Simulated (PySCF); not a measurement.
# Broadened absorption spectrum of Ge(NH2)2Cl2

Compound: Ge(NH2)2Cl2.
SMILES: `[Ge]([Cl])([NH2])([NH2])[Cl]`

Method: PySCF, TDDFT wB97X-D/def2-SVPD, vertical, gas phase, core orbitals frozen in the response. Geometry: PBE0-D3(BJ)/def2-SVP, one conformer, isolated molecule. The geometry optimisation had not met its thresholds, so the values belong to a structure short of the stationary point. The wB97X-D/def2-SVPD calculation is non-relativistic and has no spin–orbit coupling, an omission that weighs most on germanium.

Computed states:

| state | E (eV) | f |
| --- | --- | --- |
| S1 | 6.67 | 0.031 |
| S2 | 6.77 | 0.089 |
| S3 | 7.26 | 0.094 |
| S4 | 7.41 | 0.012 |
| S5 | 7.59 | 0.060 |
| S6 | 7.68 | 0.023 |
| S7 | 7.70 | 0.029 |
| S8 | 7.84 | 0.025 |
| S9 | 8.50 | 0.064 |
| S10 | 8.70 | 0.084 |
| S11 | 8.78 | 0.010 |
| S12 | 8.86 | 0.024 |
| S13 | 8.91 | 0.0026 |
| S14 | 9.08 | 0.0020 |
| S15 | 9.13 | 0.0039 |

Each state is given a Gaussian of 0.5 eV full width at half maximum, with ε(max) = 2.175×10⁸ f / Δν̃ (Δν̃ the width in cm⁻¹). The width is an assumption, not a result. The curve ends short of the highest state used, and states not computed would add to its high-energy end.

Question: Give the broadened spectrum and its maxima.

Answer: 
E (eV), ε (L mol⁻¹ cm⁻¹) and a bar:
```
     5.92          5 
     5.99         16 
     6.07         54 
     6.14        138 
     6.22        356 #
     6.29        732 ###
     6.37       1469 #####
     6.44       2422 #########
     6.52       3785 #############
     6.59       5020 ##################
     6.66       6032 #####################
     6.74       6645 ########################
     6.81       6646 ########################
     6.89       6244 ######################
     6.96       5868 #####################
     7.04       5758 ####################
     7.11       6041 #####################
     7.19       6668 ########################
     7.26       7277 ##########################
     7.34       7857 ############################
     7.41       8212 #############################
     7.49       8442 ##############################
     7.56       8449 ##############################
     7.64       8123 #############################
     7.71       7464 ###########################
     7.78       6465 #######################
     7.86       5062 ##################
     7.93       3825 ##############
     8.01       2670 #########
     8.08       2064 #######
     8.16       1959 #######
     8.23       2405 #########
     8.31       3462 ############
     8.38       4719 #################
     8.46       6265 ######################
     8.53       7446 ##########################
```

Maxima: 183 nm (6.77 eV), ε about 6700, made up of S1 (22%) and S2 (72%); 165 nm (7.53 eV), ε about 8500, made up of S3 (26%), S5 (37%), S6 (12%) and S7 (13%) (ε in L mol⁻¹ cm⁻¹; maxima over ε = 5, shares over 10%). At its high-energy end, 8.53 eV, the curve is still rising (ε about 7400, from S9 and S10).

Question: Coming from long wavelengths, where does ε first pass 100 L mol⁻¹ cm⁻¹?

Answer: At about 203 nm (6.12 eV), 0.55 eV below S1.

Question: What would ε be at 7.53 eV, the highest of these maxima, with half the width (0.25 eV)?

Answer: About 8470 L mol⁻¹ cm⁻¹ against 8470, a factor of about 1.0; a lone state at its own centre would give exactly 2.

Question: On this curve, what absorbance would a 10⁻³ mol/L sample give at 193 nm over a 1 cm path?

Answer: 193 nm is 6.424 eV, where ε is about 2200 L mol⁻¹ cm⁻¹, so A = ε c l ≈ 2.2 (Beer–Lambert, with the gas-phase spectrum and the assumed width).

The vertical ionisation energy (ΔSCF) is 10.47 eV, 1.34 eV above S15.

Time: 3.3 min of wall time (grids of density and orbitals included); peak memory 0.81 GiB. Hardware: one thread, Arm Neoverse N1 (aarch64), shared host with 64 logical CPUs at a one-minute load of 36.
